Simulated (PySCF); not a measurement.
## Computed properties of Al(F)(OMe)2 (C₂H₆AlFO₂), SMILES C[O][Al]([F])[O]C

Al(F)(OMe)2 (C2H6AlFO2), SMILES C[O][Al]([F])[O]C. Coordinates come from a PBE0-D3(BJ)/def2-SVP optimisation. The structure was generated by enumeration; whether it is a known compound was not checked. Other conformers were not sampled. All values are computed for the isolated molecule unless a solvent is named; none is compared with measurement here.

**Structure.** All 30 harmonic modes at PBE0-D3(BJ)/def2-SVP (PySCF) are real, so it is a minimum. With heavy atoms numbered as in [Al:1]([F:2])([O:3][CH3:4])[O:8][CH3:9], the shortest bond between them is O3–C4 at 1.390 Å and the longest Al1–O3 at 1.680 Å.

**Vibrations.** The strongest infrared lines (harmonic, unscaled, degenerate partners summed) lie at 1281 cm⁻¹ (526 km/mol, O 57 %, C 32 %), 1283 cm⁻¹ (206 km/mol, O 59 %, C 32 %), 3010 cm⁻¹ (137 km/mol, H 97 %). The softest mode is at 61 cm⁻¹ and the zero-point energy is 54.7 kcal/mol.

**Electronic structure.** PBE0/def2-TZVP (PySCF) places the frontier levels at -8.16 and -0.58 eV, a gap of 7.58 eV, and gives a dipole moment of 1.90 D and a mean polarisability of 52.0 bohr³. PBE/def2-TZVP (PySCF) at the same geometry gives -6.62 and -1.48 eV, so its gap is 2.44 eV narrower. An orbital gap is neither the optical nor the fundamental gap.

**Excitations.** TDDFT-ωB97X/def2-SVPD (PySCF) has S1 at 6.70 eV (185 nm, f = 0.000, dark); the most intense of the 10 singlets computed lies at 8.42 eV (f = 0.15). T1 (TDA) is at 6.53 eV. TDDFT-PBE/def2-SVPD (PySCF) puts S1 at 5.12 eV. No vertical singlet excitation falls in the visible range (under 3.1 eV).

**NMR.** GIAO shifts at B3LYP/pcSseg-1 (PySCF) (non-relativistic, atoms alike by connectivity averaged): ¹³C at 56.9 ppm against TMS; ¹H at 4.2 ppm against TMS; ¹⁹F at -219.4 ppm against CFCl3.
